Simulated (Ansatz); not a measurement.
A nudged elastic band was laid between two geometries of F2GeH2 + H4OSi (11 atoms, charge 0, multiplicity 1).

Computed with Ansatz 0.2.0, RKS PBE-D4/def2-SVP.

| Item | Value |
| --- | --- |
| movable images | 7 |
| climbing image | yes |
| spring | 5.0 eV/Å² |
| optimiser | quadratic models (default) |
| start path | through a guess of the saddle point |
| force threshold | 0.05 eV/Å |
| iteration limit | 60 |
| end points | relaxed |

Image 0:

```xyz
11
Properties=species:S:1:pos:R:3
Ge 0.419 0.040 -0.010
H 0.602 -0.647 1.353
H 1.683 0.462 -0.792
F -0.506 1.540 0.166
F -0.488 -0.973 -1.119
O -2.180 -0.281 1.175
Si -3.342 -1.110 0.264
H -2.939 -2.553 0.279
H -4.702 -0.984 0.902
H -3.436 -0.598 -1.147
H -2.088 0.671 0.967
```

Image 8:

```xyz
11
Properties=species:S:1:pos:R:3
Ge -0.293 0.012 -0.719
H -0.420 0.306 3.273
H 1.072 0.009 -0.023
F -0.700 1.601 -1.305
F -0.311 -1.003 -2.137
O -1.579 -0.541 0.348
Si -3.153 -1.100 0.045
H -3.120 -2.551 -0.340
H -3.915 -0.926 1.324
H -3.793 -0.301 -1.056
H -0.764 0.061 2.629
```

(1) What changes between the two ends?

(2) What energy profile does the band end with?

(3) What is the geometry of the highest image?

## Answers

(1) Bonds broken: Ge1–H2, O6–H11. Bonds formed: Ge1–O6, H2–H11. F2GeH2 + H4OSi becomes F2GeH4OSi + H2.

(2) It converged. The highest image is number 4 of 0 to 8, 1.43 eV above the first end and 1.51 eV above the last; the last end lies 0.08 eV below the first. The profile has 2 maxima (images 2, 4) with wells between them (image 3): this band takes more than one step, which may be the mechanism or a detour left from its start path. Neighbouring images differ by up to 1.3 eV, so the band resolves the path poorly. A vibrational analysis at the climbing image gives one clearly imaginary mode, 1209i cm⁻¹: a first-order saddle point. The orbitals stay closed-shell, which can raise the energy where a bond breaks towards radicals; this wasn't checked here.

```tsv
image	path coordinate (Å)	energy (eV)	Ge1–H2 (Å)	O6–H11 (Å)	Ge1–O6 (Å)
0	0.00	0.00	1.54	0.98	2.87
1	1.75	0.14	1.54	0.97	3.04
2	3.49	0.20	1.54	0.97	3.32
3	5.24	0.15	1.54	0.97	2.55
4	6.98	1.43	1.83	1.19	1.96
5	7.88	0.21	2.48	1.90	1.78
6	8.78	-0.07	3.23	2.53	1.76
7	9.68	-0.08	3.70	2.55	1.76
8	10.58	-0.08	4.01	2.50	1.76
```

(3) 
```xyz
11
Properties=species:S:1:pos:R:3:forces:R:3
Ge -0.139 0.116 -0.071 0.00 0.00 0.00
H -0.357 0.835 1.603 0.00 0.00 0.00
H 1.235 -0.538 0.182 0.00 0.00 0.00
F -0.150 1.742 -0.719 0.00 0.00 0.00
F -0.709 -0.696 -1.546 0.00 0.00 0.00
O -1.717 -0.601 0.835 0.00 0.00 0.00
Si -3.174 -1.244 0.162 0.00 0.00 0.00
H -2.865 -2.574 -0.447 0.00 0.00 0.00
H -4.111 -1.392 1.323 0.00 0.00 0.00
H -3.738 -0.292 -0.847 0.00 0.00 0.00
H -1.250 0.212 1.564 0.00 0.00 0.00
```

The run took 6.5 min on 4 threads of Arm Neoverse V2 (shared host), peak memory 0.19 GiB.
